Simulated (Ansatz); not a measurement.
Ansatz (a first-principles code) input (MP2/6-31G*):

Ansatz 0.2 input:
```yaml
crystal:
  periodic: [false, false, false]
  atoms:
    - {symbol: F, position_ang: [-0.01299500, 1.28832100, -1.35514000]}
    - {symbol: Si, position_ang: [0.07111700, 0.39141800, -0.02609400]}
    - {symbol: F, position_ang: [0.28724700, 1.40417200, 1.20088900]}
    - {symbol: Si, position_ang: [1.96829300, -0.96108700, -0.18764300]}
    - {symbol: Si, position_ang: [-1.99335400, -0.69987800, 0.26586900]}
    - {symbol: H, position_ang: [2.20872600, -1.75699300, 1.04316000]}
    - {symbol: H, position_ang: [1.92589900, -1.86612400, -1.36461400]}
    - {symbol: H, position_ang: [-3.10795400, 0.27344000, 0.35267900]}
    - {symbol: H, position_ang: [-2.21055000, -1.60884100, -0.88415100]}
    - {symbol: H, position_ang: [-1.92916600, -1.50026700, 1.51133700]}
basis:
  gaussian:
    orbitals: 6-31G*
magnetization: {spin_polarized: true, initial_magnetization: 1}
correlation: {method: mp2, electrons: outside_noble_gas}
```

Output:

```
Functional definition: HF
integrals: 0.07 GiB planned
907 factors; integrals over basis functions are off by at most 1.0e-3 eV
mean field: 0.59 GiB planned
mean field evaluation 1: about -29075.3542 eV, gradient 2.4e1 eV
mean field evaluation 2: about -29075.4218 eV, gradient 2.5e1 eV
mean field evaluation 4: about -29078.5541 eV, gradient 2.4e0 eV
mean field evaluation 8: about -29078.6591 eV, gradient 3.2e-1 eV
mean field -29078.66318462 eV, -1068.6211618091 hartree, gradient 4.4e-6 eV, S^2 0.757894; 0 other end points of the search recorded, 0 dependent functions left out
17 core orbitals not correlated
reference -29078.66318462 eV, -1068.6211618091 hartree; 16, 15 occupied and 64, 65 virtual orbitals, 907 factors
second order -15.45633036 eV of doubles, -0.00000000 eV of singles
Total energy: -29094.11951498 eV, -1069.1891714731 hartree
```

The geometry given is a B3LYP-D3(BJ)/def2-TZVP minimum.
